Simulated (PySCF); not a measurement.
## Fractional electron number in Zn+ (zinc, charge +1)

The 4s alpha orbital of [Ar] 3d10 4s1 is emptied in steps (occupation f), with all orbitals relaxed, ending at [Ar] 3d10. Calculation: PySCF 2.14, in aug-pcseg-2 (7s5p4d3f2g, 81 functions); no relativity, point nucleus. The exact energy is a straight line in f; departures are measured from the line between the end points of the same method.

Among PBE0, r2SCAN, LC-wPBE, which shows the largest delocalisation error (convex curve), and which is closest to linear?

Most convex: r2SCAN (-0.900 eV at f = 0.5); closest to linear: LC-wPBE (-0.084 eV).

```tsv
f	PBE0 (eV)	r2SCAN (eV)	LC-wPBE (eV)
1	0.000	0.000	0.000
0.75	-0.569	-0.678	-0.063
0.5	-0.761	-0.900	-0.084
0.25	-0.573	-0.670	-0.066
0	0.000	0.000	0.000
```

```csv
method,E(f=0) − E(f=1) (eV),−ε at f=1 (eV),−ε at f=0.5 (eV)
PBE0,18.006,14.978,17.997
r2SCAN,18.189,14.560,18.224
LC-wPBE,17.927,17.572,17.920
```

Reference removal energy between the ground levels: 17.964 eV (measured; NIST Atomic Spectra Database, ionization energies).
